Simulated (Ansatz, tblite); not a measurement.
Cost and result up the ladder for Al₂Ni⁻ (3 atoms). Charge -1, multiplicity 2. Geometry: r2SCAN-D4/def2-TZVPD.

```csv
atom,x (Å),y (Å),z (Å)
Ni1,-0.437,1.090,0.320
Al2,1.286,0.007,-0.583
Al3,-0.849,-1.097,0.263
```

Ansatz on 4 threads of Arm Neoverse V2 on a shared host; xTB runs through tblite on one thread. Times are rough, summed over both states, and most runs start from the orbitals of an earlier one. No level here is sound enough to serve as a yardstick. The other state is a singlet.

The xTB rows come from tblite. The order of the spin states hangs on the level: the quartet lies 0.10 eV below the doublet at PBE0-D4/def2-TZVPD, but 0.73 eV above it at PBE-D4/def2-TZVPD. The doublet is doubtful at PBE0-D4/def2-TZVPD (⟨S²⟩ 1.25, where a pure state has 0.75). The structure comes from a short search, and lower isomers may exist.

Run but left out: PBE0-D4/def2-TZVPD (doublet: ⟨S²⟩ 1.25, where a pure state has 0.75).

Raw xTB energies of ions are shifted by several eV, and xTB has no spin-polarisation term.

```
               level  functions  vertical IE (eV)                                                                                                            remarks
            GFN2-xTB         27              4.08                                                                                                                  –
   PBE-D4/def2-TZVPD        134              1.22                                              HOMO above zero (-1 doublet), restricted SCF unstable in HF (singlet)
r2SCAN-D4/def2-TZVPD        134              1.35  HOMO above zero (-1 doublet), restricted SCF unstable in HF (singlet), spin-contaminated (⟨S²⟩ 0.87) (-1 doublet)
            GFN1-xTB         27              3.47                                                                                                                  –
```

Task: Estimate how long each takes.

Result: GFN1-xTB 0.005 s; GFN2-xTB 0.007 s; PBE-D4/def2-TZVPD 4.1 s; r2SCAN-D4/def2-TZVPD 18 s. On shared hardware such times vary by a factor of up to 3.
